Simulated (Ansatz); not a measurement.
C$_{5}$H$_{10}$Cl$_{2}$Si$_{2}$ (`C=C[Si@@H](Cl)C[Si@@H](Cl)C=C`), relaxed with RKS PBE-D4/def2-SVP in the Gaussian-basis code of Ansatz from a rough embedded geometry. The force threshold is 0.03 eV/Å; the program also tests the step.

Total charge 0; spin multiplicity 1.

Start:

```xyz
19

C     0.085   -2.898   -1.155
C    -0.948   -2.488   -0.443
Si   -1.660   -0.821   -0.527
Cl   -2.717   -0.894   -2.394
C    -0.470    0.563   -0.591
Si    0.189    0.708    1.133
Cl   -1.149    1.705    2.337
C     1.637    1.796    1.187
C     1.870    2.916    0.506
H     0.654   -2.322   -1.809
H     0.453   -3.955   -0.959
H    -1.501   -3.155    0.239
H    -2.705   -0.681    0.523
H    -0.949    1.499   -0.860
H     0.322    0.374   -1.297
H     0.501   -0.595    1.788
H     2.380    1.479    1.955
H     1.200    3.271   -0.252
H     2.809    3.498    0.617
```

(1) How much energy does the relaxation release, and in how many steps? (Estimate.)

(2) Which bonds change most? (Best estimate.)

(3) Give the relaxed structure. (Best estimate.)

## Answers

(1) Computed: 68.57 kJ/mol, in 27 steps, 1 of them rejected.

(2) Ansatz gave: C1–H10 from 1.041 to 1.104 Å; Si6–C8 from 1.812 to 1.873 Å; Si3–C5 from 1.827 to 1.886 Å; C2–Si3 from 1.814 to 1.871 Å.

(3) Ansatz gave: 
```xyz
19

C    -0.082   -2.966   -0.509
C    -1.341   -2.484   -0.500
Si   -1.781   -0.680   -0.737
Cl   -2.603   -0.462   -2.660
C    -0.280    0.456   -0.630
Si    0.678    0.454    0.991
Cl   -0.670    0.191    2.582
C     1.597    2.061    1.275
C     1.668    3.062    0.374
H     0.799   -2.314   -0.643
H     0.132   -4.041   -0.379
H    -2.175   -3.199   -0.367
H    -2.853   -0.251    0.217
H    -0.656    1.486   -0.817
H     0.418    0.215   -1.463
H     1.630   -0.706    1.063
H     2.120    2.185    2.242
H     1.170    3.002   -0.610
H     2.231    3.991    0.571
```
